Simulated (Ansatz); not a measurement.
Frontier orbitals of C$_{2}$H$_{6}$AlCl.

```xyz
10

Al    0.215   -1.363    0.003
C     0.475    1.108   -0.224
C    -0.830    0.903   -0.002
Cl    0.591   -1.502    2.096
H    -1.214   -1.835   -0.490
H     1.481   -1.410   -0.946
H     0.863    1.268   -1.224
H     1.186    1.160    0.594
H    -1.549    0.889   -0.812
H    -1.219    0.782    1.004
```

Charge 0, multiplicity 1. The bonds changed during the relaxation, so this is another structure than the one it started from. All single points use the PBE0-D4/def2-TZVP geometry. It is one conformer, not always the lowest. Basis def2-TZVPP, Ansatz.

Orbital energies of one run (eV). Highest occupied ones, from the top: -10.20, -10.76, -11.50, -11.53, -12.20, -13.70, -14.69, -15.70, -17.17, -20.29, -24.67, -25.81, -76.22, -76.29. Empty: 0.55, 1.73, 2.42, 2.76, 3.02, 3.59.

Which functional gave them?
A. ωB97M-V
B. r2SCAN0
C. PBE0
D. LDA (SPW92)

A. HOMO energies: ωB97M-V -10.20, r2SCAN0 -8.22, PBE0 -8.01, LDA (SPW92) -6.83 eV.
